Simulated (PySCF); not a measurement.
Correlation energy of Tc⁺ (technetium, charge +1)

[Kr] 4d6, high-spin 5D determinant (an excited configuration). Computed with PySCF 2.14 in aug-cc-pVDZ-PP with ECP28MDF (5s5p4d2f, 54 functions), with a scalar-relativistic core potential. Frozen: 4s2 4p6; 6 electrons correlated.

```csv
level,correlation energy (mhartree)
CCSD,-91.41
(T),-2.02
CCSD(T),-93.43
```

Diagnostics: T1 = 0.0065, D1 = 0.0123, largest double amplitude 0.041.

Problem. Is a single reference adequate?

Solution. Yes, within this model without spin-orbit coupling: T1 lies below 0.03 and no double amplitude reaches 0.07.
